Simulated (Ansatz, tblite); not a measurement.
Removing an electron: Ge₃F₈. Total charge 0; singlet. Geometry: PBE-D4/def2-SVP. Ansatz, gas phase; energy differences of separate SCF runs; the oxidised species was run as a doublet alone.

Cartesian coordinates in Å:
```
Ge 1.4876 1.5580 0.1497
F 1.4415 3.2172 0.6553
F 2.1685 1.5158 -1.4474
F 2.5956 0.7212 1.1939
Ge -0.7214 0.4764 0.1957
F -1.7453 1.3327 -0.9294
F -1.3942 0.7388 1.7851
Ge -0.9327 -1.9236 -0.3014
F -0.0231 -2.8737 0.8329
F -0.3019 -2.2801 -1.8802
F -2.5747 -2.4826 -0.2542
```

The xTB rows come from tblite. Correlated methods freeze 35 core orbitals; core or outer-core shells of Ge are correlated, in sets that lack core-valence functions.

```json
{"level": "GFN1-xTB", "−HOMO (eV)": "12.85", "vertical IE (eV)": "15.23", "−LUMO (eV)": "9.25", "HOMO–LUMO gap (eV)": "3.60"}
{"level": "PBE-D4/def2-TZVP", "−HOMO (eV)": "8.79", "vertical IE (eV)": "11.36", "−LUMO (eV)": "4.19", "HOMO–LUMO gap (eV)": "4.60"}
{"level": "B2PLYP/def2-TZVP", "−HOMO (eV)": "–", "vertical IE (eV)": "12.12", "−LUMO (eV)": "–", "HOMO–LUMO gap (eV)": "–"}
```

**Question.** Estimate the rows for GFN2-xTB, PBE0-D4/def2-TZVP.

**Answer.** 
| level | −HOMO (eV) | vertical IE (eV) | −LUMO (eV) | HOMO–LUMO gap (eV) |
| --- | --- | --- | --- | --- |
| GFN2-xTB | 13.70 | 16.28 | 9.69 | 4.01 |
| PBE0-D4/def2-TZVP | 10.26 | 12.09 | 3.35 | 6.91 |

 Raw xTB energy differences between charge states are shifted by several eV; the methods need an empirical correction for them.
